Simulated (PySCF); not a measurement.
Computed shifts of a molecule C₃H₉AlO, PySCF with PBE/pcSseg-1, GIAO, gas phase, equivalent atoms averaged, in ppm (number of nuclei): ¹H: 5.31 (1), 3.62 (1), 1.70 (2), 1.34 (3), 0.55 (2). ¹³C: 24.7 (1), 24.6 (1), 15.8 (1). References: ¹H against TMS (σ = 31.49 ppm); ¹⁷O against H2O (σ = 334.3 ppm); ¹³C against TMS (σ = 182.0 ppm), references at their B3LYP-D3(BJ)/def2-TZVP geometries, non-relativistic. Geometry: B3LYP-D3(BJ)/def2-SVP. One conformer was computed; it need not be the lowest.

Q: Which structure fits?
A) C[O][Al]([CH3])[CH3]
B) C[CH](C)[AlH][OH]
C) CC[CH2][AlH][OH]
D) C[CH2][Al]([CH3])[OH]

A: C, CC[CH2][AlH][OH]
